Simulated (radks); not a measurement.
The numbers below are computed, except where a source is named.
Tb XXXI, 35 electrons, occupied as [Ar] 3d10 4s2 4p5.

Level of theory: Dirac Kohn-Sham, exchange-only PBE, spin-unpolarised, spherical densities, finite nucleus; open shells fill j = l - 1/2 first; Fermi nuclear charge, rms radius 5.06 fm (a radial shooting solver on a logarithmic mesh with Libxc functionals).

Energy parts (eV):
total: -306178.71
kinetic: 336107.81
electron-nucleus: -713159.71
Hartree: 76689.02
exchange: -5815.83

Orbitals (lengths in bohr, moments of r in powers of bohr; r(max) is where P^2 peaks):
1s1/2: occ. 2; eigenvalue (eV) -52902.17; <1/r> 73.09; r(max) 0.01364; <r^4> 1.064e-06; small-component weight 5.88e-02
2s1/2: occ. 2; eigenvalue (eV) -9683.840; <1/r> 17.49; r(max) 0.07764; <r^4> 0.0001667; small-component weight 1.30e-02
2p1/2: occ. 2; eigenvalue (eV) -9260.534; <1/r> 17.46; r(max) 0.05857; <r^4> 0.0001028; small-component weight 1.31e-02
2p3/2: occ. 4; eigenvalue (eV) -8512.875; <1/r> 15.36; r(max) 0.06448; <r^4> 0.0001361; small-component weight 1.21e-02
3s1/2: occ. 2; eigenvalue (eV) -2961.093; <1/r> 6.454; r(max) 0.2188; <r^4> 0.006138; small-component weight 4.24e-03
3p1/2: occ. 2; eigenvalue (eV) -2778.920; <1/r> 6.372; r(max) 0.2060; <r^4> 0.005512; small-component weight 4.18e-03
3p3/2: occ. 4; eigenvalue (eV) -2620.532; <1/r> 5.841; r(max) 0.2182; <r^4> 0.006739; small-component weight 3.91e-03
3d3/2: occ. 4; eigenvalue (eV) -2310.904; <1/r> 5.721; r(max) 0.1725; <r^4> 0.004704; small-component weight 3.79e-03
3d5/2: occ. 6; eigenvalue (eV) -2275.961; <1/r> 5.590; r(max) 0.1759; <r^4> 0.005002; small-component weight 3.71e-03
4s1/2: occ. 2; eigenvalue (eV) -1310.272; <1/r> 3.013; r(max) 0.4774; <r^4> 0.1004; small-component weight 1.70e-03
4p1/2: occ. 2; eigenvalue (eV) -1235.024; <1/r> 2.943; r(max) 0.4756; <r^4> 0.1034; small-component weight 1.65e-03
4p3/2: occ. 3; eigenvalue (eV) -1187.991; <1/r> 2.773; r(max) 0.4958; <r^4> 0.1198; small-component weight 1.57e-03

The highest occupied level is 4p3/2 at -1188.0 eV. The density falls to 0.001 e/bohr^3 at r = 1.23 bohr. The electron density at the nucleus is 6.877e+05 e/bohr^3. Summed over all electrons, <r^2> = 3.060 bohr^2, which gives a Langevin (diamagnetic) susceptibility term of -2.42 x 10^-6 cm^3/mol. For comparison, the ionisation energy in NIST's Atomic Spectra Database is 1208 eV (theoretical). In exact Kohn-Sham theory the highest level is minus the ionisation energy, but local and semilocal functionals leave it too shallow, through self-interaction and a potential that decays too fast; potentials with the right tail come closer.

Beside tabulated values, note that spin-unpolarised runs miss the spin-polarisation part of the exchange energy of open shells.
